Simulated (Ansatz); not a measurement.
Frontier orbitals of F3H2NSi, SMILES `N[Si](F)(F)F`.

The species carries charge 0 and has multiplicity 1. All single points use the PBE0-D4/def2-TZVP geometry. It is one conformer, not always the lowest. Basis def2-TZVPP, Ansatz.

```
functional  HOMO (eV)  LUMO (eV)  gap (eV)
       PBE      -7.06      -0.39      6.67
    revPBE      -6.98      -0.31      6.67
    B97M-V      -7.48      -0.12      7.36
      PBE0      -8.65       0.48      9.13
   LC-ωPBE     -11.62       2.62     14.24
   ωB97X-V     -11.19       2.41     13.60
   ωB97M-V     -11.08       1.93     13.01
```

Problem. What is the vertical ionisation energy at frozen-core CCSD(T)/CBS(def2)? (Best estimate.)

Solution. Ansatz gave: 11.60 eV (T1 of the cation 0.015).

A quarter of exact exchange (PBE0) shifts PBE's HOMO by −1.59 eV and its LUMO by +0.87 eV; full exchange at long range (ωB97M-V) shifts them by −4.02 and +2.32 eV. The gap opens from 6.67 to 13.01 eV, since occupied levels lose self-interaction and empty ones feel all the electrons. A positive LUMO is unbound and depends on the basis. −ε(HOMO) differs from that ionisation energy by −4.54 eV with PBE and −0.51 eV with ωB97M-V.

LC-ωPBE has ω = 0.4 bohr⁻¹.
